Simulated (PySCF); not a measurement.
3,3-difluoropent-1-en-4-yne (C5H4F2), SMILES C#CC(F)(F)C=C.

The structure is a stationary point at PBE0-D3(BJ)/def2-SVP. One conformer was computed; it need not be the lowest.

Two levels are set side by side: TDA-PBE/def2-SVPD (PySCF) and TDA-LC-ωPBE/def2-SVPD (PySCF). Vertical, same geometry. The lowest singlet is HOMO−1→LUMO 100 % with PBE and HOMO−1→LUMO+3 42 %, HOMO−1→LUMO 30 %, HOMO−2→LUMO+1 9 %, HOMO−2→LUMO+2 7 % with the other functional; states are paired by order. Differences are taken from unrounded values.

| quantity | TDA-PBE |
|---|---|
| lowest singlet excitation (eV) | 5.69 |
| lowest triplet excitation (TDA) (eV) | 4.42 |
| first bright state (f over 0.05) (eV) | 6.36 |
| its oscillator strength | 0.06 |

**Question.** These are the TDA-PBE values. What does TDA-LC-ωPBE give? (An estimate is asked for; the answer gives what the named calculation found.)

**Answer.** 
```json
[
 {"quantity": "lowest singlet excitation (eV)", "TDA-LC-ωPBE": "6.47", "TDA-PBE minus TDA-LC-ωPBE": "-0.77"},
 {"quantity": "lowest triplet excitation (TDA) (eV)", "TDA-LC-ωPBE": "4.20", "TDA-PBE minus TDA-LC-ωPBE": "0.21"},
 {"quantity": "first bright state (f over 0.05) (eV)", "TDA-LC-ωPBE": "8.06", "TDA-PBE minus TDA-LC-ωPBE": "-1.69"},
 {"quantity": "its oscillator strength", "TDA-LC-ωPBE": "0.37", "TDA-PBE minus TDA-LC-ωPBE": "-0.31"}
]
```

Functionals without exact exchange tend to place singlet excitations lower, as here. Differences between two approximate levels are no errors against the true value.

Rough cost on one machine, each run with all the roots and properties that it gave: TDA-LC-ωPBE against TDA-PBE about 3 times.
